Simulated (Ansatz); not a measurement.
HFGeO (SMILES [OH][Ge][F]), singlet, geometry from GFN2-xTB, atoms displaced at random by about 0.08 Å a coordinate; PBE/STO-3G, gradient (Ansatz, an electronic-structure program).

The Ansatz input:
Ansatz 0.2 input:
```yaml
crystal:
  periodic: [false, false, false]
  atoms:
    - {symbol: Ge, position_ang: [0.07234309, -0.06394176, 0.28020089]}
    - {symbol: F, position_ang: [0.15469045, 1.50070871, -0.62412125]}
    - {symbol: O, position_ang: [-0.76448116, -1.02244990, -0.73798897]}
    - {symbol: H, position_ang: [-1.12438681, -1.94263843, -0.65762272]}
basis:
  gaussian:
    orbitals: STO-3G
hamiltonian:
  xc: pbe
output: {forces: true}
```

Task: Predict the main parts of the log of this Ansatz run.

Result: 
```
Functional definition: PBE
338 factors; integrals over basis functions are off by at most 3.6e-5 eV
mean field evaluation 1: about -60436.9709 eV, gradient 2.3e2 eV
mean field evaluation 2: about -60380.4264 eV, gradient 2.2e2 eV
mean field evaluation 4: about -60531.8396 eV, gradient 7.4e1 eV
mean field evaluation 8: about -60562.7993 eV, gradient 6.6e0 eV
mean field evaluation 16: about -60562.9369 eV, gradient 3.6e-4 eV
mean field -60562.93689128 eV, -2225.6468797215 hartree, gradient 5.6e-5 eV, S^2 0.000000; 0 other end points of the search recorded, 0 dependent functions left out
the calculation of the forces begins
reference -60562.93690784 eV, -2225.6468803302 hartree; 25, 25 occupied and 4, 4 virtual orbitals, 338 factors
Total energy: -60562.93690784 eV, -2225.6468803302 hartree
Atom 0 at     0.072343    -0.063942     0.280201 Å, force    -0.148384     0.280583    -0.370517 eV/Å
Atom 1 at     0.154690     1.500709    -0.624121 Å, force    -0.589486    -2.377482     0.367742 eV/Å
Atom 2 at    -0.764481    -1.022450    -0.737989 Å, force     0.804972     3.160133    -0.696204 eV/Å
Atom 3 at    -1.124387    -1.942638    -0.657623 Å, force    -0.067102    -1.063234     0.698979 eV/Å
Dipole moment:    -0.207614    -0.386633    -0.101648 e Å
```
